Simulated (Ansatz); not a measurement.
Reaction (cleavage of the Al–Al bond): `C[CH2][AlH][AlH2]` + `N[SiH3]` → `[AlH2][NH][SiH3]` + `C[CH2][AlH2]`

Gas-phase electronic energies from Ansatz, PBE0-D4/def2-TZVP geometries. CCSD(T)/CBS adds triple-zeta CCSD(T) − MP2 to the extrapolated MP2 energy (def2 sets, frozen cores). This one scheme is used for every species. Functionals use def2-TZVPP. One conformer a species, not always the lowest.

`C[CH2][AlH][AlH2]`:

Cartesian coordinates in Å:
```
C 1.191 1.203 -0.117
C 1.298 -0.203 0.467
Al -0.328 -1.311 0.413
Al -2.556 -0.430 -0.591
H 0.908 1.180 -1.174
H 2.133 1.757 -0.051
H 0.433 1.798 0.402
H 2.092 -0.770 -0.038
H 1.623 -0.160 1.516
H -0.216 -2.788 1.020
H -3.652 0.329 0.289
H -2.927 -0.604 -2.136
```

`N[SiH3]`:

```xyz
7

N    -0.734    0.752    0.185
Si    0.393   -0.528   -0.045
H    -1.354    1.009   -0.566
H    -0.464    1.563    0.717
H    -0.343   -1.688   -0.609
H     1.535   -0.237   -0.963
H     0.968   -0.872    1.281
```

`[AlH2][NH][SiH3]`:

Z-matrix (Å, degrees):
```
Si
N 1 1.727
H 1 1.490 2 112.2
H 1 1.485 2 107.4 3 -119.7
H 1 1.490 2 112.2 3 120.6
Al 2 1.782 1 129.3 3 119.7
H 2 1.012 1 114.6 3 -60.3
H 6 1.583 2 117.4 1 180.0
H 6 1.580 2 118.1 1 0.0
```

`C[CH2][AlH2]`:

Z-matrix (Å, degrees):
```
C
C 1 1.528
H 1 1.093 2 111.7
H 1 1.094 2 112.2 3 120.4
H 1 1.093 2 111.7 3 -119.2
Al 2 1.958 1 116.9 3 59.6
H 2 1.099 1 110.4 3 -177.4
H 2 1.099 1 110.4 3 -63.2
H 6 1.592 2 121.0 1 -0.5
H 6 1.592 2 119.8 1 179.5
```

| level | ΔE (eV) |
| --- | --- |
| PBE-QIDH | -1.08 |
| CAM-B3LYP | -1.17 |

(1) What does CCSD(T)/CBS give? (Best estimate.)

Largest T1 diagnostic among the species: 0.011.

Results:

(1) The calculation gave: -1.12 eV. The listed levels differ from it by 0.04, -0.05 eV.

Leaving LDA and LC-ωPBE aside and taking each functional with its dispersion term where it has one, the values, not all of them listed here, spread over 0.30 eV, from B97M-V to PBE-D4. LDA lies −0.06 eV from PBE without D4. At CCSD(T), def2-SVP lies −0.09 eV from the extrapolated value and def2-TZVPP +0.01 eV.
